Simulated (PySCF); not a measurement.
**Electron correlation in V (vanadium, neutral)**

[Ar] 3d5, high-spin 6S determinant (an excited configuration). All numbers are calculated (PySCF 2.14, the spin-free X2C one-electron Hamiltonian (Gaussian nucleus), in x2c-QZVPPall). Frozen: [Ne]; 13 electrons correlated.

```json
{"level": "CCSD", "correlation energy (mhartree)": "-428.27"}
{"level": "(T)", "correlation energy (mhartree)": "-16.49"}
{"level": "CCSD(T)", "correlation energy (mhartree)": "-444.76"}
```

Diagnostics: T1 = 0.019, D1 = 0.0437, largest double amplitude 0.025.

Problem. Is a single reference adequate?

Solution. Yes: T1 lies below 0.03 and no double amplitude reaches 0.07.

This basis was not built for core-valence correlation, so the inner-shell part is incomplete.
